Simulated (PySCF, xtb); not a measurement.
SiH2Br2, SMILES Br[SiH2]Br.

GFN2-xTB (xtb) at its own geometry gives an orbital gap of 5.53 eV and a dipole moment of 4.96 D.

The structure is a stationary point at r2SCAN-D4/def2-SVP.

### Question
What does PySCF with PBE/def2-TZVPD give? (Estimate from the structure and the level; the computed values follow.)

### Answer
gap 5.63 eV (levels -7.37 and -1.75 eV), dipole 1.00 D.
